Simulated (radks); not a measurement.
Valence configurations of Ar+ (all share [Ne]). All-electron calculation, scalar-relativistic Kohn-Sham, r2SCAN, spin-polarised, spherical densities, finite nucleus; open shells are filled with parallel spins first; meta-GGA in the generalised Kohn-Sham scheme; Fermi nuclear charge, rms radius 3.4274 fm. Program: a radial shooting solver on a logarithmic mesh with Libxc functionals. Energies are relative to 3s2 3p5; eigenvalues in eV for spin up.

| valence | E (eV) | moment (Bohr magnetons) | e(3p) | e(3s) |
|---|---|---|---|---|
| 3s2 3p5 | 0.000 | 1 | -23.199 | -38.534 |
| 3s1.5 3p5.5 | 7.605 | 1 | -23.534 | -38.944 |
| 3s1 3p6 | 15.186 | 1 | -23.874 | -39.361 |

NIST lists [Ne] 3s2 3p5 as the ground configuration; this level of theory agrees among the configurations tried. The energies are those of spherical high-spin densities, not of single terms.
